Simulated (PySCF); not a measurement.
# Krypton: a sound run and one with changed settings

Sound run: Kr [Kr], Kr+ [Ar] 3d10 4s2 4p5. All numbers are calculated (PySCF 2.14, scalar relativity by spin-free X2C-1e, in x2c-TZVPall (6s5p4d1f, 48 functions)). In the sound run the correlated levels freeze [Ar] 3d10. The sound run starts from symmetry-adapted Hartree-Fock orbitals and uses a fine grid where one is needed.

Changed run: initial guess atom, at most 50 SCF cycles.

```tsv
species	method	sound run (hartree)	changed run (hartree)	converged
Kr	UHF	-2788.17927	-2788.17927	yes
Kr	M06-L	-2789.91403	-2789.91403	yes
Kr	CCSD(T)	-2788.37249	-2788.37249	yes
Kr+	TPSS	-2789.40825	-2789.40825	yes
Kr+	MP2	-2787.83715	-2787.83715	yes
```

Here the plain start reaches the same solutions.
